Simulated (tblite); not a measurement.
A geometry optimisation, step by step.

Species: C5H9AsBN.
Numbering: `[CH3:1][C:2]#[C:3][B@H-:4]([AsH2:5])[N+:6]#[C:7][CH3:8]` (hydrogens: H9, H10, H11 on C1; H12 on B4; H13, H14 on As5; H15, H16, H17 on C8)
Bond orders are those of one Lewis drawing.

Computed with GFN2-xTB (tblite), gas phase: L-BFGS steps from a force-field or distance-geometry start until the largest atomic force falls under 0.01 eV/Å. 12 of its 126 geometries are shown.

Step 0: E = -589.4904 eV, largest atomic force 4.015 eV/Å
```
atom  x, y, z in Å  |  force x, y, z in eV/Å
C1     -3.468   -1.205   -0.047   -1.065   0.212   0.176
C2     -2.294   -0.434    0.278    2.810   1.622   0.634
C3     -1.268    0.189    0.570   -3.144  -2.123  -1.315
B4     -0.025    0.997    0.910    1.221  -0.494   1.188
As5    -0.048    2.696   -0.185   -2.830   0.158  -1.547
N6      1.182    0.157    0.678    0.151   0.065   0.112
C7      2.144   -0.473    0.499    0.879  -0.433   0.132
C8      3.376   -1.276    0.287   -1.136   0.899   0.512
H9     -3.241   -2.275    0.069   -0.220   0.279  -0.125
H10    -4.295   -0.917    0.665    0.686  -0.395  -0.652
H11    -3.831   -0.989   -1.083    0.369  -0.223   0.729
H12    -0.092    1.236    2.091    0.393   0.158  -0.127
H13     0.886    2.693   -1.404    0.850   0.436   0.892
H14    -0.068    4.000    0.628    1.436  -0.190  -0.024
H15     3.422   -2.130    0.986   -0.203   0.340  -0.393
H16     3.339   -1.592   -0.746    0.131  -0.319  -0.172
H17     4.274   -0.665    0.442   -0.328   0.008  -0.017
```

Step 11: E = -590.8310 eV, largest atomic force 0.692 eV/Å
```
atom  x, y, z in Å  |  force x, y, z in eV/Å
C1     -3.482   -1.204   -0.041    0.071   0.035   0.031
C2     -2.277   -0.460    0.269    0.631   0.216   0.185
C3     -1.234    0.077    0.560   -0.385  -0.153  -0.046
B4     -0.015    0.981    0.927   -0.195  -0.120  -0.083
As5    -0.360    2.713   -0.364    0.018  -0.225   0.078
N6      1.204    0.225    0.675    0.122   0.060  -0.160
C7      2.141   -0.438    0.513   -0.124   0.139  -0.047
C8      3.318   -1.229    0.287   -0.023   0.029  -0.005
H9     -3.281   -2.267    0.057   -0.045  -0.185  -0.019
H10    -4.276   -0.931    0.650   -0.089   0.032   0.060
H11    -3.809   -0.993   -1.056   -0.041   0.016  -0.107
H12     0.008    1.293    2.079   -0.006   0.144  -0.074
H13     0.952    2.766   -1.102    0.197  -0.157  -0.059
H14     0.204    3.792    0.519    0.081   0.006   0.213
H15     3.356   -2.088    0.961   -0.089   0.075   0.041
H16     3.330   -1.603   -0.738   -0.071   0.050  -0.029
H17     4.213   -0.623    0.443   -0.052   0.037   0.020
```

Step 23: E = -590.9305 eV, largest atomic force 0.148 eV/Å
```
atom  x, y, z in Å  |  force x, y, z in eV/Å
C1     -3.473   -1.242   -0.034   -0.017  -0.024   0.014
C2     -2.242   -0.549    0.305   -0.130  -0.064  -0.031
C3     -1.243    0.051    0.602   -0.017   0.081  -0.020
B4     -0.062    1.008    0.901   -0.047   0.006   0.069
As5    -0.276    2.705   -0.386    0.030  -0.054   0.033
N6      1.171    0.306    0.616    0.009  -0.003  -0.007
C7      2.111   -0.344    0.442   -0.005   0.008  -0.004
C8      3.267   -1.165    0.268    0.062  -0.038  -0.033
H9     -3.350   -2.325    0.037    0.029   0.036   0.000
H10    -4.263   -0.934    0.654    0.007  -0.029  -0.026
H11    -3.779   -0.987   -1.052    0.028  -0.025   0.055
H12     0.015    1.391    2.028   -0.082  -0.012   0.015
H13     1.091    2.592   -1.035    0.057   0.012   0.032
H14     0.312    3.658    0.628    0.092   0.050  -0.065
H15     3.248   -1.999    0.970   -0.036  -0.028   0.070
H16     3.295   -1.567   -0.743   -0.026  -0.001  -0.115
H17     4.171   -0.585    0.439    0.046   0.085   0.015
```

Step 34: E = -590.9655 eV, largest atomic force 0.212 eV/Å
```
atom  x, y, z in Å  |  force x, y, z in eV/Å
C1     -3.489   -1.287   -0.022   -0.039  -0.032  -0.011
C2     -2.283   -0.555    0.329   -0.165  -0.097  -0.091
C3     -1.298    0.085    0.585   -0.055   0.047  -0.014
B4     -0.112    1.014    0.933    0.017   0.092  -0.111
As5    -0.128    2.716   -0.389   -0.019  -0.012   0.040
N6      1.117    0.302    0.653    0.033   0.021   0.078
C7      2.077   -0.294    0.411    0.022  -0.063   0.060
C8      3.240   -1.109    0.232    0.019  -0.040   0.001
H9     -3.338   -2.368    0.050    0.059   0.095   0.008
H10    -4.305   -1.010    0.651    0.066  -0.001  -0.035
H11    -3.784   -1.043   -1.046    0.016  -0.030   0.079
H12    -0.101    1.383    2.063    0.045   0.030   0.035
H13     1.255    2.484   -0.969    0.015  -0.039  -0.032
H14     0.519    3.677    0.585    0.016  -0.041   0.035
H15     3.209   -1.938    0.942    0.027  -0.023   0.011
H16     3.272   -1.518   -0.778   -0.026   0.055  -0.030
H17     4.144   -0.527    0.409   -0.031   0.039  -0.024
```

Step 45: E = -590.9978 eV, largest atomic force 0.105 eV/Å
```
atom  x, y, z in Å  |  force x, y, z in eV/Å
C1     -3.498   -1.328   -0.024   -0.031  -0.016  -0.005
C2     -2.339   -0.507    0.281    0.035   0.000  -0.011
C3     -1.378    0.173    0.534   -0.025  -0.070   0.026
B4     -0.163    1.051    0.932   -0.016   0.073  -0.059
As5     0.029    2.735   -0.387   -0.083   0.002   0.065
N6      1.058    0.297    0.730   -0.006  -0.063   0.000
C7      2.007   -0.327    0.518    0.022  -0.022  -0.024
C8      3.200   -1.060    0.219   -0.002  -0.008   0.008
H9     -3.256   -2.386    0.086    0.065  -0.023   0.005
H10    -4.318   -1.096    0.655   -0.007   0.057   0.059
H11    -3.841   -1.158   -1.044    0.045   0.045  -0.045
H12    -0.180    1.441    2.056   -0.061   0.017   0.041
H13     1.375    2.328   -0.947    0.051  -0.003  -0.071
H14     0.769    3.594    0.615    0.036  -0.018  -0.003
H15     3.281   -1.932    0.873    0.021   0.035  -0.034
H16     3.175   -1.394   -0.821   -0.011   0.017   0.044
H17     4.073   -0.420    0.363   -0.033  -0.023   0.004
```

Step 57: E = -591.0086 eV, largest atomic force 0.108 eV/Å
```
atom  x, y, z in Å  |  force x, y, z in eV/Å
C1     -3.483   -1.345   -0.028   -0.039   0.000   0.014
C2     -2.338   -0.507    0.265    0.000  -0.017  -0.028
C3     -1.389    0.185    0.523    0.041   0.039  -0.034
B4     -0.190    1.071    0.936    0.013   0.005   0.081
As5     0.092    2.749   -0.357   -0.017   0.005   0.039
N6      1.026    0.291    0.792   -0.026   0.031  -0.012
C7      1.961   -0.352    0.569   -0.062   0.089  -0.002
C8      3.166   -1.032    0.213    0.004   0.028   0.002
H9     -3.215   -2.394    0.095   -0.011  -0.043  -0.025
H10    -4.296   -1.110    0.658   -0.049  -0.002   0.037
H11    -3.834   -1.183   -1.047    0.029  -0.003  -0.037
H12    -0.276    1.475    2.055    0.027   0.007  -0.001
H13     1.373    2.261   -1.017   -0.039  -0.026  -0.018
H14     0.960    3.497    0.634    0.029  -0.008  -0.024
H15     3.308   -1.913    0.835    0.036  -0.070   0.025
H16     3.121   -1.329   -0.834   -0.015  -0.041  -0.039
H17     4.007   -0.353    0.347    0.081   0.006   0.022
```

Step 68: E = -591.0399 eV, largest atomic force 0.165 eV/Å
```
atom  x, y, z in Å  |  force x, y, z in eV/Å
C1     -3.456   -1.351   -0.063    0.009   0.050   0.037
C2     -2.295   -0.533    0.254    0.049   0.047  -0.013
C3     -1.361    0.179    0.524   -0.082  -0.042   0.002
B4     -0.201    1.094    0.999    0.041  -0.028  -0.041
As5     0.068    2.823   -0.215    0.061  -0.056   0.021
N6      1.048    0.357    0.860   -0.036  -0.054   0.008
C7      1.972   -0.302    0.632   -0.123   0.091   0.008
C8      3.150   -1.009    0.234    0.037   0.068  -0.024
H9     -3.229   -2.415    0.051    0.032   0.121  -0.058
H10    -4.267   -1.099    0.624    0.002  -0.020  -0.036
H11    -3.795   -1.159   -1.085    0.062  -0.056   0.077
H12    -0.334    1.483    2.117    0.039  -0.044   0.055
H13     1.020    2.187   -1.216   -0.032   0.006   0.005
H14     1.288    3.314    0.557   -0.051  -0.066  -0.058
H15     3.316   -1.902    0.832   -0.088  -0.083   0.112
H16     3.055   -1.298   -0.811   -0.002  -0.009  -0.075
H17     4.015   -0.357    0.345    0.083   0.075  -0.020
```

Step 80: E = -591.0647 eV, largest atomic force 0.096 eV/Å
```
atom  x, y, z in Å  |  force x, y, z in eV/Å
C1     -3.430   -1.326   -0.092   -0.002   0.025   0.021
C2     -2.295   -0.491    0.252    0.082   0.023   0.000
C3     -1.360    0.204    0.554   -0.058   0.010   0.076
B4     -0.200    1.095    1.063    0.011   0.020  -0.002
As5     0.057    2.833   -0.121   -0.053   0.033   0.014
N6      1.039    0.360    0.883    0.007   0.017  -0.019
C7      1.991   -0.238    0.620   -0.001  -0.043  -0.020
C8      3.154   -0.981    0.245    0.011  -0.015   0.007
H9     -3.170   -2.380    0.021   -0.002   0.012  -0.049
H10    -4.257   -1.099    0.581   -0.063  -0.014  -0.008
H11    -3.750   -1.139   -1.118    0.015  -0.033   0.007
H12    -0.295    1.421    2.207   -0.025   0.011  -0.005
H13     0.715    2.146   -1.299    0.000  -0.043  -0.013
H14     1.444    3.130    0.416    0.031   0.008   0.003
H15     3.256   -1.865    0.877    0.021  -0.011  -0.018
H16     3.046   -1.292   -0.795    0.048  -0.013   0.015
H17     4.048   -0.365    0.345   -0.022   0.012  -0.010
```

Step 91: E = -591.0728 eV, largest atomic force 0.055 eV/Å
```
atom  x, y, z in Å  |  force x, y, z in eV/Å
C1     -3.417   -1.307   -0.107    0.000   0.002   0.007
C2     -2.299   -0.464    0.275    0.019  -0.021  -0.009
C3     -1.376    0.228    0.617    0.006   0.011   0.008
B4     -0.192    1.101    1.100    0.019  -0.003   0.011
As5     0.038    2.841   -0.085   -0.010   0.003   0.008
N6      1.038    0.357    0.871   -0.013  -0.029   0.016
C7      1.979   -0.256    0.597    0.000   0.001  -0.006
C8      3.159   -0.989    0.248    0.003   0.009  -0.007
H9     -3.143   -2.359   -0.010   -0.008   0.009   0.002
H10    -4.268   -1.104    0.544   -0.024  -0.017  -0.016
H11    -3.712   -1.116   -1.141    0.012   0.020   0.009
H12    -0.255    1.420    2.250    0.033  -0.014  -0.028
H13     0.556    2.121   -1.314    0.012  -0.008  -0.004
H14     1.481    3.070    0.335   -0.003   0.007  -0.020
H15     3.266   -1.863    0.893    0.013   0.014  -0.010
H16     3.098   -1.317   -0.790   -0.055  -0.003   0.000
H17     4.038   -0.353    0.355   -0.003   0.020   0.041
```

Step 102: E = -591.0750 eV, largest atomic force 0.021 eV/Å
```
atom  x, y, z in Å  |  force x, y, z in eV/Å
C1     -3.413   -1.301   -0.112    0.000   0.004   0.000
C2     -2.300   -0.462    0.294   -0.017  -0.011  -0.006
C3     -1.386    0.237    0.644    0.016   0.001   0.004
B4     -0.187    1.099    1.113   -0.006  -0.008   0.001
As5     0.034    2.833   -0.085   -0.012   0.006   0.015
N6      1.028    0.341    0.868    0.004   0.004   0.010
C7      1.973   -0.268    0.600   -0.001  -0.009   0.015
C8      3.160   -0.986    0.251    0.000   0.007  -0.005
H9     -3.141   -2.354   -0.024   -0.004   0.008  -0.002
H10    -4.278   -1.109    0.525    0.000   0.000  -0.004
H11    -3.688   -1.095   -1.148    0.003   0.004   0.003
H12    -0.219    1.416    2.262   -0.006   0.013   0.004
H13     0.524    2.104   -1.319    0.013  -0.012  -0.005
H14     1.486    3.065    0.302   -0.007  -0.008  -0.013
H15     3.281   -1.861    0.892    0.000   0.008  -0.004
H16     3.093   -1.312   -0.788    0.006   0.000  -0.005
H17     4.027   -0.336    0.364    0.009  -0.005  -0.007
```

Step 114: E = -591.0763 eV, largest atomic force 0.029 eV/Å
```
atom  x, y, z in Å  |  force x, y, z in eV/Å
C1     -3.413   -1.291   -0.122    0.003   0.003  -0.001
C2     -2.300   -0.463    0.309    0.004   0.004  -0.001
C3     -1.384    0.228    0.672    0.003   0.005   0.000
B4     -0.188    1.095    1.139   -0.004  -0.002  -0.006
As5     0.038    2.808   -0.092   -0.013  -0.003   0.004
N6      1.031    0.339    0.907    0.025  -0.012  -0.007
C7      1.975   -0.269    0.631   -0.019   0.019   0.004
C8      3.161   -0.972    0.248    0.006  -0.003   0.001
H9     -3.147   -2.346   -0.043    0.002  -0.005  -0.003
H10    -4.287   -1.104    0.503    0.000   0.012   0.008
H11    -3.670   -1.070   -1.159   -0.002  -0.001  -0.005
H12    -0.228    1.439    2.280   -0.004  -0.007   0.001
H13     0.498    2.058   -1.326   -0.001  -0.019   0.001
H14     1.501    3.019    0.262    0.005   0.009   0.003
H15     3.304   -1.853    0.876    0.003  -0.002  -0.006
H16     3.074   -1.286   -0.793   -0.001  -0.005   0.003
H17     4.027   -0.318    0.348   -0.007   0.007   0.003
```

Step 125: E = -591.0769 eV, largest atomic force 0.007 eV/Å
```
atom  x, y, z in Å  |  force x, y, z in eV/Å
C1     -3.414   -1.283   -0.125    0.000   0.001   0.000
C2     -2.298   -0.464    0.311    0.007   0.001  -0.001
C3     -1.378    0.219    0.680   -0.003  -0.001   0.001
B4     -0.186    1.089    1.147   -0.002   0.000  -0.003
As5     0.024    2.789   -0.104    0.001  -0.001   0.001
N6      1.037    0.339    0.917    0.003  -0.004   0.001
C7      1.980   -0.269    0.637   -0.003   0.003  -0.001
C8      3.165   -0.969    0.246    0.001   0.000   0.001
H9     -3.156   -2.340   -0.050   -0.002  -0.003   0.000
H10    -4.287   -1.091    0.499   -0.002   0.002   0.003
H11    -3.668   -1.056   -1.162   -0.004   0.000  -0.003
H12    -0.228    1.438    2.287    0.001  -0.001  -0.001
H13     0.507    2.018   -1.318    0.000   0.001   0.002
H14     1.480    3.035    0.258    0.000   0.000  -0.001
H15     3.314   -1.851    0.871    0.003   0.001   0.000
H16     3.072   -1.281   -0.795    0.001   0.001   0.002
H17     4.030   -0.311    0.342   -0.001   0.000   0.000
```

**Question.** Summarise the path.

**Answer.** The energy falls by 1.5866 eV from step 0 to step 125; nine tenths of that is first reached at step 20. It rises by more than 0.2 meV at steps 1, 4 and 70. The largest force goes from 4.015 to 0.007 eV/Å. Among the bonds B4–As5 changes most, from 2.021 to 2.121 Å; the atoms move by 0.555 Å rms after alignment.

**Question.** Follow the three bonds and two angles with the largest change from start to end.

**Answer.** 
| step | E above end (eV) | largest force (eV/Å) | B4–As5 (Å) | C7–C8 (Å) | C1–H10 (Å) | H13–As5–H14 (°) | B4–As5–H14 (°) |
| --- | --- | --- | --- | --- | --- | --- | --- |
| 0 | 1.5866 | 4.015 | 2.021 | 1.486 | 1.129 | 115.5 | 115.3 |
| 5 | 0.5126 | 1.495 | 2.225 | 1.432 | 1.085 | 96.9 | 103.6 |
| 11 | 0.2459 | 0.692 | 2.187 | 1.436 | 1.087 | 86.3 | 99.3 |
| 16 | 0.1876 | 0.618 | 2.125 | 1.433 | 1.094 | 85.5 | 98.1 |
| 22 | 0.1491 | 0.149 | 2.144 | 1.428 | 1.091 | 89.1 | 93.4 |
| 27 | 0.1336 | 0.165 | 2.127 | 1.436 | 1.088 | 88.3 | 94.1 |
| 33 | 0.1150 | 0.313 | 2.153 | 1.430 | 1.094 | 87.5 | 95.5 |
| 38 | 0.1019 | 0.218 | 2.143 | 1.431 | 1.088 | 87.6 | 96.8 |
| 43 | 0.0851 | 0.188 | 2.154 | 1.430 | 1.094 | 87.9 | 95.2 |
| 49 | 0.0754 | 0.066 | 2.135 | 1.431 | 1.092 | 87.7 | 94.7 |
| 54 | 0.0722 | 0.066 | 2.144 | 1.432 | 1.089 | 87.6 | 94.3 |
| 60 | 0.0642 | 0.093 | 2.132 | 1.431 | 1.092 | 87.4 | 93.4 |
| 65 | 0.0528 | 0.196 | 2.133 | 1.431 | 1.091 | 88.1 | 94.0 |
| 71 | 0.0300 | 0.087 | 2.126 | 1.434 | 1.091 | 87.9 | 94.6 |
| 76 | 0.0192 | 0.093 | 2.120 | 1.430 | 1.093 | 88.3 | 94.7 |
| 82 | 0.0106 | 0.091 | 2.117 | 1.429 | 1.090 | 88.0 | 94.2 |
| 87 | 0.0068 | 0.056 | 2.119 | 1.431 | 1.091 | 87.9 | 93.6 |
| 92 | 0.0037 | 0.050 | 2.118 | 1.432 | 1.091 | 88.3 | 94.3 |
| 98 | 0.0024 | 0.027 | 2.118 | 1.431 | 1.091 | 88.3 | 94.6 |
| 103 | 0.0018 | 0.019 | 2.119 | 1.431 | 1.091 | 88.3 | 94.6 |
| 109 | 0.0014 | 0.099 | 2.120 | 1.431 | 1.091 | 88.1 | 94.6 |
| 114 | 0.0006 | 0.029 | 2.122 | 1.431 | 1.090 | 88.1 | 94.6 |
| 120 | 0.0002 | 0.029 | 2.120 | 1.431 | 1.091 | 88.2 | 94.7 |
| 125 | 0.0000 | 0.007 | 2.121 | 1.431 | 1.090 | 88.2 | 94.8 |

What follows is the cost of the whole relaxation. The run took 1.5 s wall on one thread of an Arm Neoverse N1, no GPU, shared host with 64 logical CPUs at a one-minute load of 62.
